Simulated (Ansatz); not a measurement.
Cost and result up the ladder for In(PF3)H3 (InPH3F3) (8 atoms). Charge 0, multiplicity 1. Geometry: r2SCAN-D4/def2-SVP.

```xyz
8

F    -0.080   -2.344   -0.386
F     0.345   -0.807   -2.197
F    -1.844   -0.905   -1.186
In    0.459    1.179    1.095
P    -0.318   -0.818   -0.754
H    -0.049    2.454    0.039
H     2.108    0.652    1.077
H    -0.621    0.589    2.313
```

Ansatz on 2 threads of Intel Xeon Platinum 8259CL on a shared host. Times are rough, and most runs start from the orbitals of an earlier one. PBE0-D4/def2-TZVP serves as the yardstick here, not as an exact answer. Differences are given only for rows in sets of like size (and for xTB, whose basis is part of the method), since another set adds its own error. Binding counts from free atoms at the same level (F doublet, In doublet, P quartet, H doublet; other spins of the atoms weren't run), without zero-point energy or a counterpoise term.

In the def2 sets In takes a core potential, while STO-3G treats all electrons; there is no spin–orbit coupling. LC-ωPBE has ω = 0.4 bohr⁻¹. Correlated methods freeze 12 core orbitals; core or outer-core shells of In are correlated, in sets that lack core-valence functions. The rows differ in basis, and correlated rows in double-zeta sets carry the largest basis error. Another isomer (singlet) lies 0.49 eV lower at PBE0-D4/def2-TZVP; other spin states weren't run for this one.

Correlated methods converge slowly with the basis, most of all in double-zeta sets.

```
                         level  functions  binding energy per atom (eV)  difference from PBE0-D4/def2-TZVP (eV)
              PBE0-D4/def2-SVP        101                          2.78                                       –
               PBE-D4/def2-SVP        101                          2.92                                       –
              CCSD(T)/def2-SVP        101                          2.59                                       –
             LC-ωPBE/def2-TZVP        198                          2.93                                    0.05
             PBE0-D4/def2-TZVP        198                          2.88                                    0.00
           r2SCAN-D4/def2-TZVP        198                          2.94                                    0.06
PBE-D4/def2-TZVP (with forces)        198                          2.98                                    0.11
                     HF/STO-3G         54                          2.11                                       –
                 MP2/def2-TZVP        198                          2.86                                   -0.01
```

Estimate how long each takes.

HF/STO-3G 0.6 s; PBE-D4/def2-SVP 1.4 s; PBE0-D4/def2-SVP 2.2 s; PBE-D4/def2-TZVP (with forces) 3.5 s; LC-ωPBE/def2-TZVP 4 s; PBE0-D4/def2-TZVP 4.3 s; r2SCAN-D4/def2-TZVP 4.8 s; MP2/def2-TZVP 5.5 s; CCSD(T)/def2-SVP 11 s. On shared hardware such times vary by a factor of up to 3.
